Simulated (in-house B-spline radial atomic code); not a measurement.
**RPA and G0W0 on PBEsol: Ne³⁺**

Configuration [He] 2s2 2p3, highest spin, mean-field start PBEsol. Computed with an all-electron radial atomic-structure program (B-spline basis): all electrons, scalar-relativistic (spin-free one-electron X2C), finite nucleus, each spin shell either full or empty, empty states to l = 9 with an (l + 1/2)⁻⁴ tail; G0W0 by contour deformation at full frequency.

Command:
```bash
python run_gw.py task.json out
```
Settings (radii: box in bohr, nucleus in fm):
```
Z                        10
electrons                7
configuration            [He] 2s2 2p3
hamiltonian              x2c
method                   pbesol
lmax                     9
rms_radius               3.0055
spin_polarised           True
box_radius               14.14
intervals                70
```

Cost of the run: 0.9 s on 1 thread of AMD EPYC 9R14, on a shared host.

Energies (hartree):

```
                                     term       value
                         mean-field total  -124.02688
Hartree-Fock functional on these orbitals  -124.24409
                      direct second order    -0.41999
                    second-order exchange     0.19968
                         SOSEX correction     0.17654
```

(1) What is the RPA correlation energy, and what remains with SOSEX?

Quasi-particle levels (eV):

| level | occupied | mean field | Σx - vxc | Σc | QP weight | G0W0 |
| --- | --- | --- | --- | --- | --- | --- |
| 2p up | yes | -83.59 | -15.02 | ? | ? | ? |
| 2s down | yes | -97.57 | -9.69 | -2.10 | 0.951 | -109.36 |
| 2p down | no | -74.55 | 15.12 | -4.37 | 0.955 | -63.80 |

G0W0 = mean field + (Σx - vxc) + Σc, with Σc (partial-wave tail included) taken at the quasi-particle energy. Levels of low weight are left out.

(2) Where does G0W0 put 2p up?

## Answers

(1) RPA gives -0.36707 hartree (-1.43 eV per electron); RPA + SOSEX gives -0.19053, and the second-order doubles -0.22031 hartree (no singles). SOSEX takes back 48 % of the RPA value.

(2) At -96.80 eV, with Σc = 1.81 eV and a quasi-particle weight of 0.942. The tabulated removal energy is 97.190 ± 0.0025 eV (NIST, semi-empirical).
